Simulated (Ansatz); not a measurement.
```xyz
21

C    -1.8320   -1.8660    1.1664
C    -1.9158   -1.0416    0.1257
Si   -0.4451   -0.2755   -0.7115
Cl   -0.5907   -0.7183   -2.7377
C     1.1570   -0.9970   -0.0749
C     2.4029   -0.4047   -0.7274
C    -0.4931    1.5876   -0.5606
C    -0.3145    2.0763    0.8747
H    -2.7120   -2.2857    1.6461
H    -0.8763   -2.1663    1.5869
H    -2.9077   -0.7884   -0.2477
H     1.1236   -2.0808   -0.2274
H     1.1873   -0.8420    1.0104
H     3.3142   -0.8663   -0.3399
H     2.3904   -0.5526   -1.8096
H     2.4789    0.6705   -0.5454
H     0.2807    2.0057   -1.2129
H    -1.4484    1.9328   -0.9703
H     0.6613    1.7911    1.2770
H    -1.0746    1.6565    1.5389
H    -0.3864    3.1648    0.9392
```

Total charge 0; spin multiplicity 1.

Task: List the B3LYP/def2-TZVPP orbital energies in eV (the Gaussian-basis code of Ansatz). (Estimate.)

Result: Computed: Occupied: -2761.88, -1799.27, -277.17, -276.75, -276.72, -276.70, -276.57, -276.51, -256.64, -195.65, -195.53, -195.53, -143.74, -99.12, -99.02, -99.01, -22.16, -21.09, -20.78, -20.60, -17.19, -16.91, -15.90, -13.51, -12.64, -12.51, -12.28, -11.63, -11.53, -10.97, -10.44, -10.30, -9.83, -9.73, -9.42, -9.02, -8.89, -8.04, -7.90, -7.64. Lowest empty: -0.78, 0.64, 1.08, 1.36, 1.60, 1.92, 2.13, 2.32.

B3LYP here is the variant with VWN-RPA as its local correlation; programs differ in this.
